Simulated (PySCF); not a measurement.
Simulation results for Al2BH3N

Computed with PySCF 2.14.0. Calculation on a computer-drawn molecule: optimised geometry and harmonic frequencies of an isolated molecule of the commonest isotopes, restricted reference for singlets and unrestricted otherwise, frozen core in MP2.

## Al2BH3N

Start structure:
```xyz
7
Al2BH3N
Al    -0.6840     1.9857     0.3286
N     -1.3245     0.6374    -0.7734
B     -1.7468    -0.2021    -1.5185
Al    -2.4333    -1.7706    -2.8359
H     -0.1722     1.5636     1.8898
H     -3.9952    -2.0902    -2.8774
H     -1.5853    -2.4964    -3.7704
```

Here we set charge 0, multiplicity 2, method HF and basis cc-pV(D+d)Z.

Drawn bonds:
```
atom  other atom  order
   1           2      2
   2           3      1
   3           4      1
   1           5      1
   4           6      1
   4           7      1
```

Question: Give the missing total energy for Al2BH3N.
Answer: -564.7321 hartree

Further results for Al2BH3N:

- rotational constants: 90.14, 1.246, 1.24 GHz
- spin squared: 0.7556
- convergence status largest gradient component: 1.858e-05 hartree/bohr

Optimised structure:
```xyz
7
Al2BH3N
Al    -0.6958     1.9377     0.3193
N     -1.2994     0.6179    -0.7062
B     -1.7412    -0.2471    -1.5003
Al    -2.4856    -1.7272    -2.8296
H     -0.2025     1.5850     1.7936
H     -4.0278    -2.0538    -2.8461
H     -1.4891    -2.4850    -3.7878
```

Modes:
```
frequency (cm⁻¹)  reduced mass (dalton)
           77.16                  1.432
           81.12                  2.401
           86.87                  5.702
           267.3                   3.18
           281.9                  5.824
           366.7                  9.577
           554.4                   1.53
           638.3                  1.232
           658.8                  1.179
           762.1                  13.95
           839.5                  1.065
            1896                  1.046
            2001                  1.337
            2006                   1.06
            2026                  3.198
```
